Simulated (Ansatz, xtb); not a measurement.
Relative energy of two isomers of C6H5FS

Structure a: `Fc1cccc(S)c1`, a singlet. Structure b: `Fc1ccc(S)cc1`, a singlet. Both are isolated molecules in the gas phase, relaxed with B3LYP/def2-SVP; the shapes shown needn't be the lowest conformers.

a (Å):

```
atom    x (Å)    y (Å)    z (Å)
   C   0.6168  -0.7500   1.5671
   C   0.3062  -2.0982   1.4000
   C   0.5258  -2.6706   0.1449
   C   1.0413  -1.9166  -0.9124
   C   1.3475  -0.5586  -0.7216
   C   1.1314   0.0294   0.5355
   F   0.4148  -0.1777   2.7625
   S   2.0066   0.4799  -2.0066
   H  -0.0954  -2.6692   2.2385
   H   0.2911  -3.7260  -0.0146
   H   1.2045  -2.3867  -1.8847
   H   2.0402  -0.4646  -2.9724
   H   1.3559   1.0808   0.7257
```

b (Å):

```xyz
13

C    -0.2704   -1.0932    1.2158
C     0.0409   -2.2886    0.5737
C     1.0613   -2.3068   -0.3802
C     1.7690   -1.1349   -0.6921
C     1.4353    0.0591   -0.0296
C     0.4170    0.0829    0.9242
F    -1.2504   -1.0735    2.1325
S     3.0829   -1.0768   -1.8952
H    -0.5158   -3.1939    0.8240
H     1.3029   -3.2468   -0.8822
H     3.0386   -2.3814   -2.2447
H     1.9754    0.9808   -0.2599
H     0.1495    1.0045    1.4449
```

Question: Estimate E(b) − E(a) at the level CCSD(T)/def2-SVP + ΔMP2/def2-TZVPP.

Answer: CCSD(T)/def2-SVP + ΔMP2/def2-TZVPP gives E(b) − E(a) = +0.028 eV, slightly favouring structure a, which is too small a margin to settle the true order.

Level by level:

| level | geometry | E(b) − E(a) (eV) | departure from the last row (eV) | job, with rough time for the two |
| --- | --- | --- | --- | --- |
| GFN2-xTB | GFN2-xTB | +0.007 | −0.022 | optimisation, 0.19 s |
| HF/STO-3G | GFN2-xTB | +0.032 | +0.003 | single point, 0.64 s |
| r2SCAN-D4/def2-SVP | GFN2-xTB | +0.042 | +0.014 | single point, 8.7 s |
| B3LYP/def2-SVP | B3LYP/def2-SVP | +0.032 | +0.004 | optimisation, 46 s |
| HF/def2-SVP | B3LYP/def2-SVP | +0.037 | +0.009 | part of the CCSD(T) run |
| MP2/def2-SVP | B3LYP/def2-SVP | +0.028 | −0.001 | part of the CCSD(T) run |
| CCSD(T)/def2-SVP | B3LYP/def2-SVP | +0.029 | +0.001 | single point |
| CCSD(T)/def2-SVP + ΔMP2/def2-TZVPP | B3LYP/def2-SVP | +0.028 |  | single point, 2.7 min |

As drawn, both hold the same kinds of bond in the same numbers.

The largest departure from CCSD(T)/def2-SVP + ΔMP2/def2-TZVPP is that of GFN2-xTB, 0.022 eV. The last row adds to CCSD(T) the change of the MP2 difference between the two basis sets, here −0.001 eV.

With thermal terms from frequencies at re-optimised GFN2-xTB minima (ideal gas, soft modes damped towards free rotors, one conformer each, 298.15 K, 1 atm): on the last row, ΔE + ΔZPE = +0.027, ΔH = +0.028, ΔG = +0.027 eV.

The correlated steps freeze 12 core orbitals. Run with Ansatz 0.2.0, xtb 6.7.1; the last row on 2 threads of Arm Neoverse V2 on a shared host.
